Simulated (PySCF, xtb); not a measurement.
AlF2H4NO2Si, SMILES [OH][Al]([OH])[NH][SiH](F)F.

GFN2-xTB (xtb 6.7.1) at its own geometry gives an orbital gap of 4.00 eV and a dipole moment of 3.38 D.

The structure is a stationary point at B3LYP-D3(BJ)/def2-SVP. The structure was generated by enumeration; whether it is a known compound was not checked. Other conformers were not sampled.

**Question.** What does PBE/def2-TZVP (PySCF) give? (The exact figures need the calculation; the answer reports its results.)

**Answer.** gap 5.50 eV (levels -6.99 and -1.49 eV), dipole 3.27 D.
